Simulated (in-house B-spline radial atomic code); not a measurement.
# Solving the quasi-particle equation for 3p up of K4+

Configuration [Ne] 3s2 3p3, highest spin, start Hartree-Fock; correlation leaves out the 3 deepest shells, empty levels kept to 5000 hartree. Computed with a B-spline radial code for spherical atoms: all electrons, scalar-relativistic (spin-free one-electron X2C), finite nucleus, each spin shell either full or empty, empty states to l = 9 with an (l + 1/2)⁻⁴ tail; G0W0 by contour deformation at full frequency.

At the mean-field level ε = -81.972 eV the matrix elements are Σx = -32.274 eV, v_xc = -32.274 eV and Σc(ε) = -0.296 eV, and the slope of the correlation self-energy is dΣc/dω = -0.0314. The quasi-particle energy solves E = ε + Σx − v_xc + Σc(E).

Problem. What does the linearised equation give?

Solution. Z = 1/(1 − dΣc/dω) = 1/1.0314 = 0.9696. The first-order shift is Σx − v_xc + Σc(ε) = -32.274 − (-32.274) + (-0.296) = -0.296 eV, so E ≈ ε + Z × shift = -81.972 + 0.9696 × (-0.296) = -82.259 eV.

Problem. How does that compare with the full solution and with static screening?

Solution. Solving the equation at full frequency dependence gives E = -82.259 eV, where Σc = -0.287 eV and the weight is 0.970; the linearised value is off by 0 meV. Leaving Z out would give -82.268 eV. Static COHSEX puts -2.155 eV in place of Σc and gives -84.127 eV, 1.87 eV deeper.
